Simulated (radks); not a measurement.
Task: The barium ion Ba+ is in [Xe] 5d1. All-electron calculation, non-relativistic Kohn-Sham, PBE, spin-polarised, spherical densities, point nucleus. Program: a radial shooting solver on a logarithmic mesh with Libxc functionals. Open shells are filled with parallel spins first. One electron is removed from 5p, 4d, 5s, 5d in turn, with full relaxation. Which removal costs least, and what does each cost?

Result: 5d 9.834 eV; 5p 26.810 eV; 5s 39.638 eV; 4d 105.87 eV. The 5d electron leaves first.
